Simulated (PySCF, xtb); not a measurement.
GeH3, SMILES [GeH3+], charge +1.

GFN2-xTB in xtb at its own geometry gives an orbital gap of 3.81 eV.

Geometry: B3LYP-D3(BJ)/def2-TZVPD.

Question: What does PBE0/def2-TZVPD (PySCF) give? (The exact figures need the calculation; the answer reports its results.)

Answer: gap 7.22 eV (levels -17.27 and -10.05 eV).
